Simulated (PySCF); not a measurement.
## Exercise with solution: chemical shift, span and skew from a shielding tensor

Si(AsH2)(F)2(H) (AsF₂H₃Si), SMILES [SiH](F)([AsH2])F. Atoms are numbered in the order given.

```xyz
7

Si    -1.0062     0.3816     0.0000
F     -1.6667    -0.3145    -1.3007
F     -1.6667    -0.3145     1.3007
As     1.2874    -0.1018     0.0000
H     -1.4123     1.8087     0.0000
H      1.5085     0.9350     1.0983
H      1.5085     0.9350    -1.0983
```

The structure is a stationary point at PBE0-D3(BJ)/def2-SVP. This is a generated structure with no PubChem entry under its InChIKey; it may be hypothetical.

GIAO shieldings from PBE0/pcSseg-1 run with PySCF, non-relativistic, no solvent. The symmetric part of the tensor of Si1 has the principal values 288.7, 308.0, 393.9 ppm. The same nucleus in TMS has σ = 352.7 ppm at this level (PySCF, at its B3LYP-D3(BJ)/def2-TZVP geometry).

Problem. Work out the isotropic shielding, the ²⁹Si shift against TMS, the span and the skew.

Solution. 
σ(iso) = (σ11 + σ22 + σ33)/3 = 330.2 ppm. δ = σ(ref) − σ(iso) = 352.7 − (330.2) = 22.5 ppm.
Span Ω = σ33 − σ11 = 105.2 ppm. Skew κ = 3(σ(iso) − σ22)/Ω = 0.63. Tumbling in solution averages the tensor to δ; in a static solid the shielding alone would spread this spin-1/2 line over Ω.
